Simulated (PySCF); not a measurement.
**K(5+) (potassium, charge +5) across methods**

[Ne] 3s2 3p2, high-spin 3P determinant. All numbers are calculated (PySCF 2.14, the spin-free X2C one-electron Hamiltonian (Gaussian nucleus), in an even-tempered Gaussian basis (20 s from 0.13 bohr⁻², ratio 2.5; 13 p from 0.17 bohr⁻², ratio 2.5; 5 d from 1.5 bohr⁻², ratio 2.7; 5 f from 2.3 bohr⁻², ratio 2.7)).

| method | E (hartree) | mean ε 3s α (eV) | mean ε 3s β (eV) | mean ε 3p α (eV) | Σ⟨r²⟩ (bohr²) | ⟨S²⟩ |
| --- | --- | --- | --- | --- | --- | --- |
| r2SCAN | -593.935 | -110.21 | -105.36 | -91.339 | 7.524 | 2.004 |
| MN15 | -594.257 | -112.06 | -107.73 | -94.122 | 7.472 | 2.001 |
| UHF | -593.39286 | -120.89 | -111.36 | -99.187 | 7.559 | 2.006 |
| B97-3 | -593.912 | -112.30 | -107.40 | -92.904 | 7.508 | 2.002 |
| LDA | -592.213 | -108.81 | -105.37 | -90.415 | 7.521 | 2.001 |
| PBE0 | -593.812 | -112.22 | -107.13 | -92.964 | 7.517 | 2.002 |

Estimate the same row for PBE.

E (hartree) = -593.777; mean ε 3s α (eV) = -109.00; mean ε 3s β (eV) = -105.17; mean ε 3p α (eV) = -90.586; Σ⟨r²⟩ (bohr²) = 7.513; ⟨S²⟩ = 2.002.
